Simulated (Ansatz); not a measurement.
The cluster AlCu₂⁻. Total charge -1; triplet. Geometry PBE-D4/def2-TZVP, that of the neutral doublet; atoms count from 1.

| atom | x (Å) | y (Å) | z (Å) |
| --- | --- | --- | --- |
| Al1 | 0.120 | 1.418 | -0.318 |
| Cu2 | 0.381 | -0.509 | 1.227 |
| Cu3 | -0.501 | -0.909 | -0.909 |

The highest occupied level of the charge -1 triplet lies above zero (up to 0.50 eV). By energy differences its removal costs 0.91 eV (vertical, to the charge 0 doublet, at PBE0-D4/def2-TZVPD); a positive level beside a positive removal energy at the same level points to self-interaction error. At PBE0-D4/def2-TZVPD a singlet of charge -1 lies 0.42 eV below the triplet at the same geometry. The structure comes from a short search, and lower isomers may exist.

**Question.** Estimate the Mulliken populations from the PBE0/def2-TZVPD orbitals of Ansatz.

**Answer.** 
| atom | charge (e) | spin (α − β) | d electrons |
| --- | --- | --- | --- |
| Al1 | -0.19 | 0.96 | – |
| Cu2 | -0.41 | 0.52 | 9.88 |
| Cu3 | -0.41 | 0.52 | 9.88 |
Mulliken values and Mayer orders depend strongly on the basis. With diffuse functions, as here, like atoms can get unlike values, and bond orders can come out too low or too high.

**Question.** Where does the spin sit?

**Answer.** Summed by element: Al 0.96, Cu 1.04, of 2 unpaired in all. Largest on single atoms: Al1 0.96, Cu3 0.52, Cu2 0.52.

**Question.** And the Mayer bond orders between bonded heavy atoms (over 0.3)?

**Answer.** Al1–Cu2 0.87 (2.48 Å); Al1–Cu3 0.87 (2.48 Å); Cu2–Cu3 1.07 (2.35 Å).
